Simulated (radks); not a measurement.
Question: Isoelectronic series with 20 electrons, all held in the configuration [Ar] 3d2, which need not be the ground one along the series. Method: Dirac Kohn-Sham, LDA (Slater exchange, Perdew-Wang correlation), spin-unpolarised, spherical densities, finite nucleus; open shells fill j = l - 1/2 first; Fermi nuclear charge, rms radius of each element as measured or else 0.836 A^(1/3) + 0.57 fm; computed with a radial shooting solver on a logarithmic mesh with Libxc functionals. Total energies (hartree) and orbital eigenvalues (hartree) (* marks an orbital that is empty in some or all of the ions):

ion,E (hartree),4p1/2*,4s1/2*,3d5/2*,3d3/2,3p3/2,3p1/2
Ag27+,-4833.58121,-29.48786,-30.90821,-51.86611,-52.18566,-57.71585,-59.14728
In29+,-5304.33227,-33.62688,-35.15368,-58.99185,-59.38725,-65.25431,-67.00510
I33+,-6317.62561,-42.74312,-44.48746,-74.57965,-75.16621,-81.71136,-84.26412
Cs35+,-6860.8858,-47.72700,-49.58265,-83.04187,-83.74652,-90.63323,-93.68124
La37+,-7429.0763,-52.99965,-54.96842,-91.94985,-92.78957,-100.0197,-103.6351
Pr39+,-8022.6257,-58.56510,-60.64896,-101.3038,-102.2972,-109.8728,-114.1355
Pm41+,-8641.9830,-64.42774,-66.62871,-111.1040,-112.2712,-120.1946,-125.1926
Eu43+,-9287.6218,-70.59228,-72.91243,-121.3507,-122.7138,-130.9872,-136.8178
Tb45+,-9960.1441,-77.06378,-79.50567,-132.0443,-133.6271,-142.2529,-149.0231
Ho47+,-10659.9989,-83.84772,-86.41346,-143.1851,-145.0133,-153.9943,-161.8216
Tm49+,-11387.8974,-90.94996,-93.64229,-154.7735,-156.8749,-166.2136,-175.2273
Lu51+,-12144.3836,-98.37683,-101.1981,-166.8100,-169.2143,-178.9138,-189.2554
Ta53+,-12930.3195,-106.1352,-109.0886,-179.2950,-182.0343,-192.0974,-203.9223
Re55+,-13746.3535,-114.2323,-117.3207,-192.2290,-195.3374,-205.7673,-219.2456
Ir57+,-14593.3119,-122.6762,-125.9025,-205.6124,-209.1267,-219.9265,-235.2447
Au59+,-15472.0876,-131.4754,-134.8428,-219.4458,-223.4050,-234.5782,-251.9403

Estimate the row of Sb31+.

Answer: E (hartree) -5798.89871; 4p1/2* -38.04423; 4s1/2* -39.67900; 3d5/2* -66.56301; 3d3/2 -67.04697; 3p3/2 -73.25229; 3p1/2 -75.37483.
